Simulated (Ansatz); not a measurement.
`[Cl][Al]([Cl])[Br]` and `[SiH3][O][Al]([Cl])[Br]` differ in one atom or group.

Ansatz, PBE0-D4/def2-TZVP geometries, multiplicity 1. Each molecule was computed in one conformer, which needn't be the lowest.

Scalar relativity is left out up to krypton.

```
                                          property  `[Cl][Al]([Cl])[Br]`
           HOMO–LUMO gap (ωB97M-V/def2-TZVPP) / eV                 11.56
              HOMO–LUMO gap (PBE0/def2-TZVPP) / eV                  7.60
    size of the dipole moment (PBE/def2-TZVPP) / D                  0.18
               HOMO–LUMO gap (PBE/def2-TZVPP) / eV                  5.44
                 LUMO energy (PBE/def2-TZVPP) / eV                 -2.20
size of the dipole moment (ωB97M-V/def2-TZVPP) / D                  0.12
```

(1) Give the same properties after the change, and the shifts. (Best estimate.)

## Answers

(1) Computed: 
```
                                          property  `[SiH3][O][Al]([Cl])[Br]`  shift
           HOMO–LUMO gap (ωB97M-V/def2-TZVPP) / eV                      11.49  -0.07
              HOMO–LUMO gap (PBE0/def2-TZVPP) / eV                       7.57  -0.03
    size of the dipole moment (PBE/def2-TZVPP) / D                       0.76   0.58
               HOMO–LUMO gap (PBE/def2-TZVPP) / eV                       5.36  -0.08
                 LUMO energy (PBE/def2-TZVPP) / eV                      -2.04   0.16
size of the dipole moment (ωB97M-V/def2-TZVPP) / D                       0.84   0.72
```

Dipoles are sizes alone; their direction can turn.

Spin–orbit coupling is left out; it splits and shifts lone-pair levels of the heavy atoms by tenths of an eV.
